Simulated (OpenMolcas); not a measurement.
**Ti3+: moving or changing the point charges**

Ti3+ among 4 point charges of -1.5 e arranged as a square (D4h), 1.94 Å from the ion.

```json
{
 "Program": "OpenMolcas",
 "Method": "SS-CASPT2, IPEA 0.25 Eh, imaginary shift 0.1 Eh (closed shells correlated: 3s 3p)",
 "Basis": "ANO-RCC-VTZP [6s5p3d2f1g]",
 "Scalar Hamiltonian": "DKH2, point nucleus",
 "Active space": "1 electron in 5 orbitals (3d)",
 "State averaging": "2S+1 = 2 even, 5 roots",
 "Spin-orbit coupling": "state interaction with AMFI integrals over the reference wave functions"
}
```

Runs around this geometry, states (labels of D4, the rotations of D4h). Energies in cm-1 above the lowest state or level, χT in cm3 K/mol.

```json
{"R (Å)": "1.94", "q (e)": "-0.98", "Ground state": "2A1", "First state of that spin": "2E 1480", "First gap with spin-orbit (degeneracies)": "1450 (2, 2)", "χT at 300 K": "0.441"}
{"R (Å)": "1.79", "q (e)": "-1.5", "Ground state": "2A1", "First state of that spin": "2E 5070", "First gap with spin-orbit (degeneracies)": "5010 (2, 2)", "χT at 300 K": "0.396"}
{"R (Å)": "1.94", "q (e)": "-1.5", "Ground state": "2A1", "First state of that spin": "2E 3470", "First gap with spin-orbit (degeneracies)": "3410 (2, 2)", "χT at 300 K": "0.404"}
{"R (Å)": "2.16", "q (e)": "-1.5", "Ground state": "2A1", "First state of that spin": "2E 2250", "First gap with spin-orbit (degeneracies)": "2210 (2, 2)", "χT at 300 K": "0.419"}
```

Taking the first state of the same spin as R^-n, n = -ln(2250 / 5070) / ln(2.16 / 1.79) = 4.3 between the shortest and longest distance.

Scaling the charges by -0.98 / -1.5 = 0.65 scales the first state of the same spin by 1480 / 3470 = 0.43; with fixed orbitals a first-order splitting would follow the charge.

Free-ion shares, where given, are those of the reference states; single-state CASPT2 does not remix them. This is an electrostatic model: the charges have no orbitals. No measured value stands beside these numbers.
